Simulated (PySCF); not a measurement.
Isomers of C5H14OSi3, mass 174.035 u with the commonest isotopes. Method used: PBE0/pcSseg-1 in PySCF (dipole) on a GFN2-xTB geometry, gas phase. One conformer each, none proved a minimum here; rigid rotors.

Question: Order these by out-of-plane moment Σ m c² = (Ia + Ib − Ic)/2, largest first.
A. `[CH:1]#[C:2][SiH2:3][Si@H:4]([O:5][SiH3:6])[CH:7]([CH3:8])[CH3:9]` with C2–Si3–Si4–O5 -156°, Si3–Si4–O5–Si6 -67°, Si3–Si4–C7–C8 -61°
B. `[O:1]=[CH:2][C:3]([SiH3:4])([SiH3:5])[SiH2:6][CH:7]1[CH2:8][CH2:9]1` with O1–C2–C3–Si4 121°, C2–C3–Si6–C7 68°, C3–Si6–C7–C8 161°
C. `[CH3:1][CH2:2][O:3][C:4]1=[CH:5][SiH2:6][C:7]1([SiH3:8])[SiH3:9]` with C1–C2–O3–C4 180°, C2–O3–C4–C5 0°
D. `[CH:1]#[C:2][CH2:3][C@@H:4]([CH3:5])[Si@H:6]([SiH3:7])[O:8][SiH3:9]` with C2–C3–C4–C5 175°, C3–C4–Si6–Si7 -65°, C4–Si6–O8–Si9 46°

Answer: C (170.41 u·Å²), D (147.84 u·Å²), B (138.54 u·Å²), A (74.62 u·Å²).

Question: Order these by rotational constant C, largest first.
A. `[CH:1]#[C:2][SiH2:3][Si@H:4]([O:5][SiH3:6])[CH:7]([CH3:8])[CH3:9]` with C2–Si3–Si4–O5 -156°, Si3–Si4–O5–Si6 -67°, Si3–Si4–C7–C8 -61°
B. `[CH3:1][CH2:2][O:3][C:4]1=[CH:5][SiH2:6][C:7]1([SiH3:8])[SiH3:9]` with C1–C2–O3–C4 180°, C2–O3–C4–C5 0°
C. `[O:1]=[CH:2][C:3]([SiH3:4])([SiH3:5])[SiH2:6][CH:7]1[CH2:8][CH2:9]1` with O1–C2–C3–Si4 121°, C2–C3–Si6–C7 68°, C3–Si6–C7–C8 161°
D. `[CH:1]#[C:2][CH2:3][C@@H:4]([CH3:5])[Si@H:6]([SiH3:7])[O:8][SiH3:9]` with C2–C3–C4–C5 175°, C3–C4–Si6–Si7 -65°, C4–Si6–O8–Si9 46°

Answer: B (619.0 MHz), C (601.9 MHz), D (513.2 MHz), A (460.5 MHz).

Question: Order these by dipole moment, largest first.
A. `[CH:1]#[C:2][SiH2:3][Si@H:4]([O:5][SiH3:6])[CH:7]([CH3:8])[CH3:9]` with C2–Si3–Si4–O5 -156°, Si3–Si4–O5–Si6 -67°, Si3–Si4–C7–C8 -61°
B. `[O:1]=[CH:2][C:3]([SiH3:4])([SiH3:5])[SiH2:6][CH:7]1[CH2:8][CH2:9]1` with O1–C2–C3–Si4 121°, C2–C3–Si6–C7 68°, C3–Si6–C7–C8 161°
C. `[CH:1]#[C:2][CH2:3][C@@H:4]([CH3:5])[Si@H:6]([SiH3:7])[O:8][SiH3:9]` with C2–C3–C4–C5 175°, C3–C4–Si6–Si7 -65°, C4–Si6–O8–Si9 46°

Answer: B (2.00 D), C (1.14 D), A (0.98 D).

```json
{"SMILES": "C#C[SiH2][Si@H](O[SiH3])C(C)C", "point group": "C1", "Ia (u·Å²)": "407.27", "Ib (u·Å²)": "839.51", "Ic (u·Å²)": "1097.55", "κ": "-0.64", "μa (D)": "0.32", "μb (D)": "0.92", "μc (D)": "0.07"}
{"SMILES": "C#CC[C@@H](C)[Si@H]([SiH3])O[SiH3]", "point group": "C1", "Ia (u·Å²)": "412.12", "Ib (u·Å²)": "868.28", "Ic (u·Å²)": "984.72", "κ": "-0.81", "μa (D)": "0.22", "μb (D)": "0.69", "μc (D)": "0.88"}
{"SMILES": "O=CC([SiH3])([SiH3])[SiH2]C1CC1", "point group": "C1", "Ia (u·Å²)": "346.40", "Ib (u·Å²)": "770.33", "Ic (u·Å²)": "839.64", "κ": "-0.87", "μa (D)": "0.80", "μb (D)": "1.77", "μc (D)": "0.47"}
{"SMILES": "CCOC1=C[SiH2]C1([SiH3])[SiH3]", "point group": "Cs", "Ia (u·Å²)": "414.18", "Ib (u·Å²)": "743.05", "Ic (u·Å²)": "816.42", "κ": "-0.80", "μa (D)": "1.67", "μb (D)": "1.13", "μc (D)": "0.00"}
```
